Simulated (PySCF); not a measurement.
**TcO₂⁻: from structure and modes to constants**

Method: UPBE0 in PySCF with Tc def2-SVPD with ECP28, O def2-SVPD; scalar-relativistic core potentials, no spin–orbit coupling; density-fitted integrals.

The triplet minimum has C2v symmetry. Masses (u): Tc 98.90722, O 15.99492.

```xyz
3
charge -1 multiplicity 3, angstrom
Tc    0.1523    0.0000    0.0000
O    -0.4707    1.5928    0.0000
O    -0.4707   -1.5928    0.0000
```

Harmonic wavenumbers (cm⁻¹): 203.1 (a1, ×1), 904.9 (b2, ×1), 950.9 (a1, ×1).

**Question.** Find the principal moments of inertia and the rotational constants. What kind of rotor is it?

**Answer.** About the centre of mass I = 9.3815, 81.163, 90.544 u Å². With B = 16.8576/I this gives 1.797, 0.2077, 0.1862 cm⁻¹. The molecule is an asymmetric top with κ = -0.97.

**Question.** What is the harmonic zero-point energy?

**Answer.** Half the sum of all 3 wavenumbers, 2059/2 = 1029 cm⁻¹, which is 12.3 kJ/mol (1 cm⁻¹ = 0.0119627 kJ/mol).

**Question.** Find the vibrational entropy and heat capacity at 298.15 K.

**Answer.** With u = 1.43878 ω/T, each mode gives S = R[u/(eᵘ−1) − ln(1−e⁻ᵘ)] and C = R u² eᵘ/(eᵘ−1)².
| ω (cm⁻¹) | u | S (J/(mol K)) | C (J/(mol K)) |
| --- | --- | --- | --- |
| 203.1 | 0.980 | 8.81 | 7.68 |
| 904.9 | 4.367 | 0.57 | 2.06 |
| 950.9 | 4.589 | 0.48 | 1.82 |
The sums over all modes are S = 9.9 and C = 11.6 J/(mol K); the softest mode gives 89 % of the entropy.

**Question.** Give the standard entropy (298.15 K, 1 bar) by its translational, rotational, vibrational and spin parts, and Cp.

**Answer.** Sackur–Tetrode with M = 130.90 u gives 169.6; rotation with symmetry number 2 gives 89.1; vibration 9.9; spin R ln 3 = 9.1. The total is 277.7 J/(mol K), and Cp = 4 R + 11.6 = 44.8 J/(mol K).

This need not be the most stable arrangement of these atoms. Open d and f shells are described by one determinant, and the ground state may have another occupation or spin. The lowest empty level of this anion is unbound, so it and the gap depend on the basis.
